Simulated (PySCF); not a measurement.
Spinor energies of S²⁺ (sulfur, charge +2)

Start: [Ne] 3s2 3p2; 3p1/2 filled at m_j = -1/2, +1/2. Calculated with PySCF 2.14 in x2c-TZVPall-2c (5s6p2d1f, 40 functions): generalised Hartree-Fock with the X2C-1e Hamiltonian and a Gaussian nucleus; one run each with spin-orbit coupling (SO) switched off, then screened by Boettger's factors.

| spinor shell | electrons | ε, spin-free (eV) | ε, screened SO (eV) | weight of nominal j (screened SO) | rms radius, screened SO (bohr) |
| --- | --- | --- | --- | --- | --- |
| 1s1/2 | 2 | -2537.8 | -2537.8 | 1.000 | 0.112 |
| 2s1/2 | 2 | -272.10 | -272.09 | 1.000 | 0.515 |
| 2p1/2 | 2 | -207.45 | -208.87 | 0.838 | 0.488 |
| 2p3/2 | 4 | -207.45 | -206.73 | 0.919 | 0.492 |
| 3s1/2 | 2 | -45.268 | -45.262 | 0.999 | 1.71 |
| 3p1/2 | 2 | -34.596 | -34.613 | 0.520 | 1.90 |

```
   quantity   spin-free  screened SO
E (hartree)  -397.40679   -397.40890
        M_J           0            0
       ⟨J²⟩       2.012        1.885
       ⟨L²⟩       2.008        2.009
       ⟨S²⟩       2.003        2.001
```

The determinant has a definite M_J but mixes levels of different J.

Each row is a mean over spinors that exchange with the open shell spreads, by up to 6.622 eV (3s1/2).

Rows whose weight is well below 1 are mixtures of j = l ± 1/2: exchange outweighs spin-orbit coupling there, and the label is only the starting occupation.

Without spin-orbit coupling the j labels of p, d and f shells carry no meaning; the spin-free column gives the mean over the occupied spinors of each nl shell.
